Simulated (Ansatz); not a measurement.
Cost and result for the atomization energy of `O[AsH][SiH3]` (8 atoms, 7 bonds).

```xyz
8

O    -1.260   -0.688   -1.305
As   -0.389    0.855   -0.922
Si    0.565    0.047    1.095
H    -2.090   -0.457   -1.731
H     0.889    0.538   -1.703
H     1.655    0.982    1.486
H     1.109   -1.324    0.928
H    -0.479    0.047    2.152
```

The species carries charge 0 and has multiplicity 1. Correlated methods include outer-core shells of As, which these sets cover unevenly. Scalar relativity is left out up to krypton. All single points use the PBE0-D4/def2-TZVP geometry. It is one conformer, not always the lowest. Program: Ansatz. All runs use 2 threads of an Arm Neoverse V1 on a shared host. Times are those of one run each, without the atoms' runs, and a repeat can differ threefold. Electronic energies, without spin–orbit coupling; frozen cores. CCSD(T)/CBS adds CCSD(T) − MP2 in def2-TZVPP to the MP2 limit, and its time is that of the two runs behind it. T1 = 0.012. With those shells the extrapolation isn't a true limit.

CCSD(T)/CBS is a level of theory with its own doubt, some kJ/mol a heavy atom from the limit and from the frozen cores, so smaller differences don't rank the functionals.

```tsv
level	functions	wall time	atomization (kcal/mol)	difference from CCSD(T)/CBS	per bond
LDA (SPW92)/def2-TZVPP	191	1.4 s	625.4	78.1	11.2
revPBE-D4/def2-TZVPP	191	2.2 s	536.4	-10.9	-1.6
BLYP-D4/def2-TZVPP	191	2.4 s	548.3	1.0	0.1
PBE-D4/def2-TZVPP (with forces)	191	2.8 s	548.3	1.0	0.1
PBE0-D4/def2-TZVPP	191	3.5 s	537.1	-10.2	-1.5
BHLYP-D4/def2-TZVPP	191	3.7 s	530.8	-16.5	-2.4
CAM-B3LYP-D4/def2-TZVPP	191	3.9 s	548.6	1.3	0.2
CCSD(T)/def2-SVP	89	3.9 s	495.3	-52.0	-7.4
B2PLYP/def2-TZVPP	191	6 s	538.3	-9.0	-1.3
B97M-V/def2-TZVPP	191	11 s	549.9	2.6	0.4
MP2/def2-QZVPP	366	20 s	538.4	-8.9	-1.3
CCSD(T)/def2-TZVPP	191	77 s	530.4	-16.9	-2.4
CCSD(T)/CBS(def2)	–	97 s	547.3	0.0	0.0
```

From PBE to PBE0 (25 % exact exchange), in def2-TZVPP and without D4, the atomization energy moves by −10.6 kcal/mol: exact exchange takes away binding that semilocal exchange gives to molecules. At CCSD(T), def2-SVP lies −52.1 kcal/mol from the extrapolated value and def2-TZVPP −16.9 kcal/mol: correlation converges slowly with the basis, and small sets miss more of it in the bonded molecule than in its fragments. The D4 term adds +5.9 kcal/mol with B3LYP and +3.1 kcal/mol with PBE0; it sums over pairs of atoms, weighted by their polarisabilities, and B3LYP, whose exchange is more repulsive, gets the larger term.

B3LYP here is the variant with VWN-RPA as its local correlation; programs differ in this.
